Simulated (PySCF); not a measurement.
**Charge on either side of a bond**

C6H11ClO2.
SMILES with atom numbers: `[CH3:1][C:2](=[O:3])[O:4][C@@H:5]([CH3:6])[C@@H:7]([CH3:8])[Cl:9]` (hydrogens: H10, H11, H12 on C1; H13 on C5; H14, H15, H16 on C6; H17 on C7; H18, H19, H20 on C8)

Structure used (GFN2-xTB), in Å, numbered top down from 1:
```
atom  x, y, z in Å
C1     2.6055   -1.1462   -0.8992
C2     1.5349   -0.7349    0.0766
O3     1.4207   -1.1532    1.1963
O4     0.7235    0.1766   -0.4767
C5    -0.3378    0.7173    0.3205
C6    -0.2114    2.2350    0.3033
C7    -1.6680    0.2283   -0.2679
C8    -1.7594   -1.2859   -0.3377
Cl9   -2.9909    0.8428    0.7658
H10    3.1476   -1.9999   -0.5049
H11    3.2914   -0.3145   -1.0430
H12    2.1592   -1.3881   -1.8597
H13   -0.2304    0.3310    1.3423
H14    0.7367    2.5304    0.7452
H15   -1.0210    2.6830    0.8708
H16   -0.2482    2.5957   -0.7219
H17   -1.8192    0.6725   -1.2556
H18   -1.0269   -1.6638   -1.0480
H19   -2.7504   -1.5894   -0.6663
H20   -1.5611   -1.7259    0.6375
```

Atomic charges (e) from the PBE0/pcSseg-1 density (PySCF):

```
atom  Mulliken      IAO  Hirshfeld  ESP-fitted
  C1   -0.2326  -0.4753    -0.1216     -0.6688
  C2   +0.3748  +0.5277    +0.2220     +0.8254
  O3   -0.4052  -0.4598    -0.2544     -0.5570
  O4   -0.4734  -0.3567    -0.0894     -0.4211
  C5   -0.0007  +0.0776    +0.0417     +0.3826
  C6   -0.1743  -0.4291    -0.1309     -0.6528
  C7   -0.2799  -0.0846    +0.0099     -0.2050
  C8   -0.1910  -0.4238    -0.1296     -0.4928
 Cl9   -0.1177  -0.1184    -0.0434     -0.1262
 H10   +0.1424  +0.1708    +0.0564     +0.1873
 H11   +0.1463  +0.1743    +0.0598     +0.1933
 H12   +0.1383  +0.1687    +0.0548     +0.1872
 H13   +0.1474  +0.1567    +0.0313     +0.0914
 H14   +0.1229  +0.1513    +0.0453     +0.1901
 H15   +0.1336  +0.1601    +0.0369     +0.1714
 H16   +0.1116  +0.1439    +0.0404     +0.1779
 H17   +0.1563  +0.1545    +0.0428     +0.2053
 H18   +0.1301  +0.1484    +0.0406     +0.1660
 H19   +0.1365  +0.1565    +0.0440     +0.1738
 H20   +0.1347  +0.1573    +0.0430     +0.1719
```

Problem. Cut each of the bonds C1–C2, C2–O4, O4–C5, C6–C5, C7–C5 and C8–C7 in turn and sum the charges on the side of the atom named first.

Solution. In e; the other side holds the opposite charge:

```tsv
bond cut	piece	atoms	Mulliken	IAO	Hirshfeld	ESP-fitted
C1–C2	CH3	4	+0.194	+0.039	+0.049	-0.101
C2–O4	C2H3O	6	+0.164	+0.106	+0.017	+0.167
O4–C5	C2H3O2	7	-0.309	-0.250	-0.072	-0.254
C6–C5	CH3	4	+0.194	+0.026	-0.008	-0.113
C7–C5	C2H4Cl	7	-0.031	-0.010	+0.007	-0.107
C8–C7	CH3	4	+0.210	+0.038	-0.002	+0.019
```

Extremes among these pieces. Mulliken: lowest C2H3O2 at O4, highest CH3 at C8; IAO: lowest C2H3O2 at O4, highest C2H3O at C2; Hirshfeld: lowest C2H3O2 at O4, highest CH3 at C1; ESP-fitted: lowest C2H3O2 at O4, highest C2H3O at C2.

Problem. Do the schemes agree better on the pieces than on the single atoms at the cuts?

Solution. The spread between schemes averages 0.219 e for the pieces and 0.452 e for the atoms named first; it is smaller for the piece at 6 of the 6 cuts. On average they agree better on the pieces. The sign differs between schemes (beyond ±0.03 e) for CH3 at C1 and CH3 at C6.

Isolated species at its GFN2-xTB geometry (one conformer only).
